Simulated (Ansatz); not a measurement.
Species: Al2O, charge 0, multiplicity 1. 
Geometry from a B3LYP-D3(BJ)/def2-TZVP (Ansatz, an electronic-structure program) optimisation:
SMILES: [Al][O][Al]
```xyz
3

Al     0.0000     0.0000    -1.7104
O      0.0000     0.0000     0.0000
Al     0.0000     0.0000     1.7104
```

Basis-set convergence of Hartree-Fock and MP2 correlation energies (hartree) with Ansatz. Correlated levels leave the core frozen unless marked. Spin-orbit coupling is left out. Non-relativistic.

```tsv
basis	functions	E(HF)	E(corr, MP2)
cc-pV(D+d)Z	60	-558.80949	-0.27463
cc-pV(T+d)Z	108	-558.85054	-0.34549
cc-pV(Q+d)Z	183	-558.86154	-0.37111
```

Extrapolating the two largest sets (X = 3 and 4) as X^-3: E(corr) = (64·(-0.37111) - 27·(-0.34549))/37 = -0.3898 Eh, an estimate of the basis-set limit. The largest set recovers 95.2 % of it, the smallest 70.5 %.
